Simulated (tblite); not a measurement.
Species: C5H5F3S (charge +1 and doublet state).
Numbering: `[F:1][C:2]([F:3])=[C:4]([F:5])[CH:6]1[CH2:7][S+:8][CH2:9]1` (hydrogens: H10 on C6; H11, H12 on C7; H13, H14 on C9)
Bond orders are those of one Lewis drawing.

Computed with GFN2-xTB (tblite), gas phase: L-BFGS steps from a force-field or distance-geometry start until the largest atomic force falls under 0.01 eV/Å.

Step 82: E = -820.5889 eV
```
atom  x, y, z in Å  |  force x, y, z in eV/Å
F1      0.4161   -2.7954    0.2295    0.008  -0.017   0.001
C2      1.2260   -1.8180    0.5635   -0.021   0.010  -0.001
F3      2.3708   -2.2433    1.0065    0.018  -0.005   0.036
C4      0.8580   -0.5333    0.4402   -0.062  -0.081  -0.016
F5      1.7067    0.4398    0.7830    0.074   0.043   0.041
C6     -0.4413   -0.0518   -0.1267    0.005   0.011  -0.019
C7     -1.1241    1.0522    0.7030   -0.002   0.004  -0.007
S8     -1.0394    2.2697   -0.6312   -0.029   0.024  -0.001
C9     -0.2361    0.8326   -1.3740    0.009  -0.008   0.019
H10    -1.0880   -0.9130   -0.3088    0.006   0.012  -0.010
H11    -0.5802    1.3760    1.5948    0.022   0.001  -0.076
H12    -2.1548    0.8499    0.9993    0.013  -0.032   0.003
H13     0.8079    1.0498   -1.6141   -0.008   0.000  -0.003
H14    -0.7221    0.4842   -2.2870   -0.033   0.038   0.032
```

Step 83: E = -820.5897 eV
```
atom  x, y, z in Å  |  force x, y, z in eV/Å
F1      0.4144   -2.7961    0.2369   -0.044  -0.073  -0.013
C2      1.2232   -1.8191    0.5673    0.034   0.046   0.009
F3      2.3685   -2.2434    1.0103    0.024  -0.006   0.042
C4      0.8574   -0.5348    0.4388   -0.009  -0.002  -0.013
F5      1.7109    0.4397    0.7751    0.016  -0.020   0.026
C6     -0.4402   -0.0520   -0.1297   -0.008   0.005  -0.002
C7     -1.1240    1.0495    0.7026   -0.012   0.000  -0.024
S8     -1.0449    2.2678   -0.6294   -0.030   0.047  -0.020
C9     -0.2357    0.8357   -1.3743    0.018  -0.011   0.034
H10    -1.0878   -0.9124   -0.3140    0.012   0.013  -0.010
H11    -0.5774    1.3747    1.5908    0.041   0.008  -0.038
H12    -2.1529    0.8462    1.0032    0.004  -0.040   0.004
H13     0.8081    1.0561   -1.6124   -0.009   0.001  -0.003
H14    -0.7201    0.4876   -2.2874   -0.037   0.033   0.009
```

Step 84: E = -820.5909 eV
```
atom  x, y, z in Å  |  force x, y, z in eV/Å
F1      0.4079   -2.8034    0.2730   -0.059  -0.052  -0.011
C2      1.2179   -1.8205    0.5812    0.040   0.033  -0.002
F3      2.3634   -2.2382    1.0294    0.039  -0.009   0.048
C4      0.8593   -0.5369    0.4271   -0.001  -0.012  -0.028
F5      1.7245    0.4359    0.7421   -0.023  -0.030   0.019
C6     -0.4383   -0.0539   -0.1417   -0.028   0.014   0.023
C7     -1.1232    1.0389    0.7022   -0.013   0.001  -0.028
S8     -1.0509    2.2687   -0.6171   -0.024   0.073  -0.054
C9     -0.2369    0.8472   -1.3767    0.014  -0.020   0.033
H10    -1.0866   -0.9127   -0.3336    0.037   0.014  -0.003
H11    -0.5723    1.3581    1.5883    0.058   0.017   0.004
H12    -2.1504    0.8363    1.0076   -0.006  -0.067   0.002
H13     0.8068    1.0712   -1.6105   -0.007   0.008  -0.014
H14    -0.7216    0.5089   -2.2934   -0.026   0.029   0.009
```

Step 85: E = -820.5919 eV
```
atom  x, y, z in Å  |  force x, y, z in eV/Å
F1      0.4021   -2.8077    0.3033   -0.079  -0.051  -0.011
C2      1.2134   -1.8214    0.5941    0.061   0.030  -0.005
F3      2.3580   -2.2350    1.0498    0.031   0.001   0.042
C4      0.8615   -0.5390    0.4162    0.027   0.005  -0.027
F5      1.7362    0.4325    0.7138   -0.058  -0.049   0.014
C6     -0.4359   -0.0546   -0.1521   -0.033   0.022   0.034
C7     -1.1224    1.0297    0.7016   -0.011   0.014  -0.005
S8     -1.0542    2.2727   -0.6060   -0.002   0.036  -0.061
C9     -0.2378    0.8574   -1.3790   -0.002  -0.002   0.015
H10    -1.0831   -0.9126   -0.3507    0.040   0.007   0.000
H11    -0.5678    1.3427    1.5883    0.043   0.015  -0.001
H12    -2.1486    0.8235    1.0096    0.011  -0.067  -0.007
H13     0.8056    1.0830   -1.6140   -0.021   0.012  -0.011
H14    -0.7275    0.5284   -2.2970   -0.008   0.029   0.023
```

**Question.** Estimate the geometry and energy of step 86. (The exact step hangs on the optimiser's Hessian estimate; all steps are aligned on step 85, rigid shifts and turns removed.)

**Answer.** E = -820.5934 eV, largest force 0.113 eV/Å
```
atom  x, y, z in Å  |  force x, y, z in eV/Å
F1      0.3876   -2.8103    0.3371   -0.077  -0.017  -0.004
C2      1.2063   -1.8242    0.6096    0.027   0.054  -0.031
F3      2.3451   -2.2396    1.0771    0.043   0.010   0.038
C4      0.8692   -0.5408    0.4018    0.017  -0.083  -0.006
F5      1.7564    0.4234    0.6815   -0.056  -0.015   0.017
C6     -0.4288   -0.0527   -0.1631   -0.012   0.003   0.032
C7     -1.1219    1.0196    0.7001   -0.025  -0.021   0.019
S8     -1.0782    2.2691   -0.5991    0.020   0.057  -0.095
C9     -0.2381    0.8711   -1.3804   -0.018   0.044   0.007
H10    -1.0729   -0.9103   -0.3705    0.029  -0.011   0.001
H11    -0.5580    1.3343    1.5788    0.049   0.031   0.044
H12    -2.1421    0.8009    1.0202    0.026  -0.067  -0.007
H13     0.8017    1.1108   -1.6154   -0.015   0.015   0.001
H14    -0.7268    0.5483   -2.2998   -0.010   0.000  -0.014
```

The energy changes by -0.0015 eV. The first-order estimate −F·Δx gives -0.0024 eV and the mean of the old and new forces, exact on a quadratic surface, -0.0015 eV. The step makes an angle of 83° with the force vector and moves no atom by more than 0.039 Å.

The cost below is that of the whole relaxation. The run took 0.84 s of wall time on one thread of an Intel Xeon Platinum 8488C, no GPU, shared host with 96 logical CPUs at a one-minute load of 38.
